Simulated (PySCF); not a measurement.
A run for PySCF: R-M06-2X/def2-TZVPP on BrHSe2 (SMILES [SeH][Se]Br), a point of a torsion scan.

```python
from pyscf import gto, dft

mol = gto.M(
    atom='''
    Se   -1.30796565    0.45964508    0.50523808
    Se    0.72908742    1.04096537   -0.36420310
    Br    2.08366986   -0.78114952    0.12181866
    H    -1.51444233   -0.73787698   -0.30492498
    ''',
    basis='def2-tzvpp',
    charge=0, spin=0, verbose=4, max_memory=1800)
mf = dft.RKS(mol, xc='m062x').density_fit(auxbasis='def2-universal-jkfit')
mf.grids.level = 4
mf.conv_tol = 1e-9
mf.max_cycle = 150
mf.kernel()
mf.dip_moment()
```

Output:

```
PySCF version 2.14.0

[INPUT] verbose = 4
[INPUT] num. atoms = 4
[INPUT] num. electrons = 104
[INPUT] charge = 0
[INPUT] spin (= nelec alpha-beta = 2S) = 0
[INPUT] symmetry False subgroup None
[INPUT] Mole.unit = angstrom
[INPUT] Symbol           X                Y                Z      unit          X                Y                Z       unit  Magmom
[INPUT]  1 Se    -1.307965650000   0.459645080000   0.505238080000 AA   -2.471696858839   0.868603315704   0.954761598901 Bohr   0.0
[INPUT]  2 Se     0.729087420000   1.040965370000  -0.364203100000 AA    1.377775544666   1.967139454457  -0.688244112718 Bohr   0.0
[INPUT]  3 Br     2.083669860000  -0.781149520000   0.121818660000 AA    3.937565369411  -1.476158655135   0.230203904262 Bohr   0.0
[INPUT]  4 H     -1.514442330000  -0.737876980000  -0.304924980000 AA   -2.861881235148  -1.394385405821  -0.576224700738 Bohr   0.0

nuclear repulsion = 735.461767402489
number of shells = 54
number of NR pGTOs = 325
number of NR cGTOs = 158
basis = def2-tzvpp
ecp = {}


******** <class 'pyscf.df.df_jk.DFRKS'> ********
method = DFRKS
initial guess = minao
damping factor = 0
level_shift factor = 0
DIIS = <class 'pyscf.scf.diis.CDIIS'>
diis_start_cycle = 1
diis_space = 8
diis_damp = 0
SCF conv_tol = 1e-09
SCF conv_tol_grad = None
SCF max_cycles = 150
direct_scf = False
XC library pyscf.dft.libxc version 7.1.2
    S. Lehtola, C. Steigemann, M. J. T. Oliveira, and M. A. L. Marques,  SoftwareX 7, 1–5 (2018)
XC functionals = m062x
    Y. Zhao and D. G. Truhlar,  Theor. Chem. Acc. 120, 215 (2008)
    Y. Zhao and D. G. Truhlar,  Theor. Chem. Acc. 120, 215 (2008)
radial grids:
    Treutler-Ahlrichs [JCP 102, 346 (1995); DOI:10.1063/1.469408] (M4) radial grids

becke partition: Becke, JCP 88, 2547 (1988); DOI:10.1063/1.454033
pruning grids: <function nwchem_prune>
grids dens level: 4
symmetrized grids: False
atomic radii adjust function: <function treutler_atomic_radii_adjust>
small_rho_cutoff = 0
Set gradient conv threshold to 3.16228e-05
Initial guess from minao.
tot grids = 106272
******** <class 'pyscf.df.df.DF'> ********
auxbasis = def2-universal-jkfit
init E= -7375.35308790412
  HOMO = -0.242742927234914  LUMO = -0.120153979274773  gap/eV = 3.33582
cycle= 1 E= -7377.94808939649  delta_E= -2.6  |g|= 0.37  |ddm|= 2.26
  HOMO = -0.307134247471788  LUMO = -0.0871439076179312  gap/eV = 5.98624
cycle= 2 E= -7377.9578124052  delta_E= -0.00972  |g|= 0.29  |ddm|= 0.439
  HOMO = -0.28386125881737  LUMO = -0.0626828505109174  gap/eV = 6.01857
cycle= 3 E= -7377.97025958878  delta_E= -0.0124  |g|= 0.0517  |ddm|= 0.227
  HOMO = -0.288526570544858  LUMO = -0.0648601048766224  gap/eV = 6.08627
cycle= 4 E= -7377.97077793754  delta_E= -0.000518  |g|= 0.0192  |ddm|= 0.0556
  HOMO = -0.287942592146355  LUMO = -0.0638146586975772  gap/eV = 6.09883
cycle= 5 E= -7377.97086499316  delta_E= -8.71e-05  |g|= 0.00327  |ddm|= 0.0194
  HOMO = -0.287903630581641  LUMO = -0.0637099519972981  gap/eV = 6.10062
cycle= 6 E= -7377.97086929329  delta_E= -4.3e-06  |g|= 0.0012  |ddm|= 0.00554
  HOMO = -0.287931567936332  LUMO = -0.0637070254705518  gap/eV = 6.10146
cycle= 7 E= -7377.97087000316  delta_E= -7.1e-07  |g|= 0.000342  |ddm|= 0.00228
  HOMO = -0.287920159535483  LUMO = -0.0637037483944498  gap/eV = 6.10124
cycle= 8 E= -7377.97087009506  delta_E= -9.19e-08  |g|= 0.000139  |ddm|= 0.000961
  HOMO = -0.287915592450465  LUMO = -0.0636905584819099  gap/eV = 6.10147
cycle= 9 E= -7377.97087010797  delta_E= -1.29e-08  |g|= 5.67e-05  |ddm|= 0.000373
  HOMO = -0.287917941831649  LUMO = -0.063694572615562  gap/eV = 6.10143
cycle= 10 E= -7377.97087010985  delta_E= -1.88e-09  |g|= 1.62e-05  |ddm|= 0.000127
  HOMO = -0.287916512954183  LUMO = -0.0636938191359269  gap/eV = 6.10141
cycle= 11 E= -7377.97087011012  delta_E= -2.73e-10  |g|= 4.86e-06  |ddm|= 5.48e-05
  HOMO = -0.287916725876817  LUMO = -0.0636940569441808  gap/eV = 6.10141
Extra cycle  E= -7377.97087011013  delta_E= -1.55e-11  |g|= 3.03e-06  |ddm|= 1.84e-05
converged SCF energy = -7377.97087011013
Dipole moment(X, Y, Z, Debye): -1.20741,  0.02930, -0.32851
```

The run converged.

Cost: roughly 19 core-seconds.
